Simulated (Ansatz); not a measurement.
Basis sets compared for cis-Zr(PH3)2Cl4 (ZrP₂H₆Cl₄). Charge 0, multiplicity 1. Geometry PBE-D4/def2-SVP. Ansatz on 4 threads of Arm Neoverse V2 on a shared host; times are rough, and most runs start from earlier orbitals.

Cartesian coordinates in Å:
```
Cl -2.514 1.770 -1.459
Cl -2.918 -0.306 1.724
Cl -0.108 2.023 1.306
Cl -1.224 -1.664 -1.241
P 0.434 -1.229 1.596
P 0.844 0.884 -1.659
Zr -1.365 0.368 0.067
H 0.688 -0.893 2.962
H 1.798 -1.342 1.176
H 0.174 -2.625 1.759
H 2.114 0.288 -1.366
H 1.305 2.226 -1.830
H 0.773 0.500 -3.034
```

In the def2 sets Zr takes a core potential; there is no spin–orbit coupling.

Binding counts from free atoms (Cl doublet, P quartet, Zr triplet, H doublet) in the same basis, without a counterpoise term.

```
           level  functions  energy (Eh)  HOMO (eV)  LUMO (eV)  binding per atom (eV)  wall time
 PBE-D4/def2-SVP        169   -2572.6382      -6.93      -3.11                      –      2.5 s
PBE0-D4/def2-SVP        169   -2572.8323      -8.22      -2.44                   3.27      4.1 s
```

Problem. Estimate the rows for PBE-D4/def2-TZVP (with forces), PBE0-D4/def2-TZVP.

Solution. 
| level | functions | energy (Eh) | HOMO (eV) | LUMO (eV) | binding per atom (eV) | wall time |
| --- | --- | --- | --- | --- | --- | --- |
| PBE-D4/def2-TZVP (with forces) | 298 | -2573.5161 | -7.06 | -3.31 | – | 6 s |
| PBE0-D4/def2-TZVP | 298 | -2573.7002 | -8.30 | -2.57 | 3.25 | 11 s |
